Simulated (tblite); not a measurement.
Record of a relaxation.

Compound: C₄H₁₅NOSi₃.
Numbering: `[NH2:1][SiH2:2][SiH2:3][O:4][C@H:5]1[CH2:6][CH2:7][CH2:8][SiH2:9]1` (hydrogens: H10, H11 on N1; H12, H13 on Si2; H14, H15 on Si3; H16 on C5; H17, H18 on C6; H19, H20 on C7; H21, H22 on C8; H23, H24 on Si9)

Computed with GFN2-xTB (tblite), gas phase: L-BFGS steps from a force-field or distance-geometry start until the largest atomic force falls under 0.01 eV/Å. 4 of its 255 geometries are shown.

Step 0: E = -772.9023 eV, largest atomic force 3.620 eV/Å
```
atom  x, y, z in Å  |  force x, y, z in eV/Å
N1      3.146    1.670    0.238    0.381  -0.507   0.956
Si2     3.606    0.051   -0.320    0.282   1.116   0.170
Si3     1.927   -1.398   -0.064   -0.665   0.158   0.887
O4      0.689   -0.578    0.748    2.242  -1.526  -0.253
C5     -0.518   -0.467    0.126   -0.624   1.035  -1.260
C6     -1.709   -0.951    0.866    1.014  -2.549   1.947
C7     -2.964   -0.457    0.301   -3.394  -1.175   0.450
C8     -2.836    0.809   -0.435   -0.178   1.834  -1.862
Si9    -1.065    1.304   -0.123    0.535   1.661  -0.101
H10     2.146    1.735    0.510    1.111   0.086  -0.120
H11     3.763    1.957    1.036   -1.107  -0.086  -1.039
H12     3.913    0.093   -1.762    0.264   0.240   0.140
H13     4.787   -0.376    0.463   -0.040   0.123  -0.260
H14     1.510   -1.837   -1.409   -0.243  -0.153   0.255
H15     2.416   -2.552    0.703   -0.466  -0.131  -0.007
H16    -0.488   -0.938   -0.860   -0.121  -0.266  -0.118
H17    -1.713   -2.061    0.832    0.016   0.203   0.322
H18    -1.613   -0.684    1.940    0.080   0.003  -0.460
H19    -3.691   -0.309    1.142    0.312  -0.275  -0.555
H20    -3.430   -1.231   -0.365    0.282   0.432   0.497
H21    -3.562    1.603   -0.151    0.311  -0.759  -0.373
H22    -2.916    0.615   -1.544   -0.284   0.408   0.943
H23    -0.951    2.084    1.121    0.138  -0.042  -0.120
H24    -0.459    1.936   -1.286    0.152   0.169  -0.038
```

Step 85: E = -773.9828 eV, largest atomic force 0.035 eV/Å
```
atom  x, y, z in Å  |  force x, y, z in eV/Å
N1      3.041    1.625    0.358    0.017   0.004   0.014
Si2     3.652    0.082   -0.121    0.011   0.005  -0.001
Si3     1.989   -1.485    0.066   -0.017   0.019  -0.018
O4      0.640   -0.711    0.524   -0.032  -0.013  -0.008
C5     -0.601   -0.568   -0.122   -0.011   0.019  -0.022
C6     -1.756   -1.053    0.758    0.012  -0.006  -0.008
C7     -3.044   -0.509    0.149    0.004   0.011   0.011
C8     -2.886    1.006   -0.032   -0.006   0.016  -0.004
Si9    -1.054    1.260   -0.505   -0.007   0.011  -0.023
H10     2.447    1.674    1.171   -0.006  -0.003  -0.028
H11     3.643    2.434    0.328   -0.007  -0.023   0.005
H12     4.151    0.338   -1.480    0.000   0.006   0.002
H13     4.849   -0.337    0.641    0.003  -0.007   0.009
H14     1.735   -2.197   -1.201    0.006   0.011   0.002
H15     2.185   -2.553    1.058    0.013   0.013   0.023
H16    -0.591   -1.164   -1.045    0.009  -0.009   0.017
H17    -1.768   -2.142    0.832   -0.005  -0.018  -0.003
H18    -1.618   -0.647    1.762   -0.004  -0.014   0.000
H19    -3.907   -0.748    0.773    0.004  -0.013   0.013
H20    -3.197   -0.976   -0.827   -0.002  -0.009   0.010
H21    -3.112    1.512    0.908   -0.009  -0.011  -0.003
H22    -3.598    1.379   -0.766    0.005   0.019   0.006
H23    -0.367    2.192    0.390    0.020  -0.001  -0.006
H24    -0.848    1.611   -1.912    0.003  -0.009   0.014
```

Step 169: E = -774.0276 eV, largest atomic force 0.219 eV/Å
```
atom  x, y, z in Å  |  force x, y, z in eV/Å
N1      3.118    1.558    0.406    0.202  -0.027  -0.081
Si2     3.721   -0.035    0.146   -0.051  -0.017   0.014
Si3     1.927   -1.443   -0.050    0.041  -0.013  -0.036
O4      0.739   -0.338   -0.025    0.042  -0.052  -0.013
C5     -0.602   -0.431   -0.441   -0.067   0.019   0.001
C6     -1.511   -1.001    0.650   -0.089  -0.031   0.004
C7     -2.941   -0.534    0.381   -0.026  -0.026   0.002
C8     -2.945    0.978    0.118    0.080   0.027   0.035
Si9    -1.292    1.320   -0.779   -0.031   0.099  -0.051
H10     2.172    1.671    0.719   -0.086   0.031   0.042
H11     3.705    2.315    0.717   -0.030  -0.046  -0.010
H12     4.573    0.028   -1.054    0.004   0.039   0.035
H13     4.625   -0.460    1.234    0.016  -0.016   0.009
H14     1.833   -2.244   -1.290    0.021   0.069   0.059
H15     1.724   -2.455    1.005   -0.010   0.020  -0.003
H16    -0.644   -1.069   -1.331   -0.042  -0.053   0.026
H17    -1.459   -2.090    0.677    0.037  -0.051   0.040
H18    -1.159   -0.624    1.614   -0.039   0.031  -0.037
H19    -3.603   -0.791    1.211    0.052  -0.007   0.028
H20    -3.315   -1.059   -0.501    0.009   0.023  -0.066
H21    -2.986    1.514    1.069    0.030  -0.021  -0.038
H22    -3.831    1.275   -0.440    0.018  -0.027  -0.004
H23    -0.461    2.326   -0.117   -0.024   0.028   0.012
H24    -1.399    1.608   -2.212   -0.059   0.002   0.032
```

Step 254: E = -774.0678 eV, largest atomic force 0.010 eV/Å
```
atom  x, y, z in Å  |  force x, y, z in eV/Å
N1      3.413    1.573    0.338    0.004   0.000  -0.003
Si2     3.747   -0.117    0.356    0.002   0.000  -0.006
Si3     1.882   -1.316   -0.186   -0.001  -0.002  -0.009
O4      0.706   -0.199   -0.193   -0.003   0.001   0.002
C5     -0.656   -0.367   -0.523   -0.004   0.000   0.000
C6     -1.457   -0.957    0.641    0.003  -0.001   0.004
C7     -2.926   -0.601    0.436    0.005   0.003   0.002
C8     -3.024    0.909    0.189    0.001   0.005   0.004
Si9    -1.496    1.321   -0.878    0.002  -0.004   0.005
H10     2.492    1.888    0.595   -0.009  -0.003  -0.002
H11     4.108    2.234    0.646   -0.001  -0.002  -0.004
H12     4.852   -0.279   -0.599   -0.002  -0.001   0.005
H13     4.304   -0.579    1.646   -0.002   0.003   0.007
H14     1.906   -2.002   -1.492    0.001   0.005   0.008
H15     1.556   -2.408    0.752    0.003  -0.002   0.000
H16    -0.725   -1.045   -1.382    0.000  -0.002  -0.004
H17    -1.308   -2.036    0.718   -0.002  -0.004  -0.004
H18    -1.094   -0.500    1.565    0.007   0.001   0.002
H19    -3.522   -0.904    1.300   -0.002  -0.002  -0.004
H20    -3.303   -1.138   -0.436    0.000  -0.004  -0.004
H21    -2.982    1.437    1.142    0.001   0.001  -0.001
H22    -3.977    1.165   -0.269   -0.002   0.004  -0.001
H23    -0.698    2.433   -0.361   -0.002   0.002   0.001
H24    -1.811    1.508   -2.297    0.001   0.001   0.001
```

Q: Summarise the path.

A: The energy falls by 26.88 kcal/mol from step 0 to step 254; nine tenths of that is first reached at step 59. It falls at every step. The largest force goes from 3.620 to 0.010 eV/Å. Among the bonds Si3–O4 changes most, from 1.693 to 1.623 Å; the atoms move by 0.929 Å rms after alignment.

What follows is the cost of the whole relaxation. Hardware: one thread, Arm Neoverse V1 (aarch64), no GPU (shared host). Cost: 3.0 s wall.
